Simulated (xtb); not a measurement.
xtb input:

```bash
xtb mol.xyz --gfn 2 --ohess tight --chrg 0 --uhf 0
```
mol.xyz:
```
4

F      1.05600464    -0.15822275    -0.02929730
Al    -0.53428917     0.07684060    -0.00326728
H     -1.51731164    -1.19679500     0.00445787
H     -1.02224313     1.59571461     0.02899755
```

Q: Which total energy does the run end on?

A: -6.91100 Eh (GFN2-xTB).
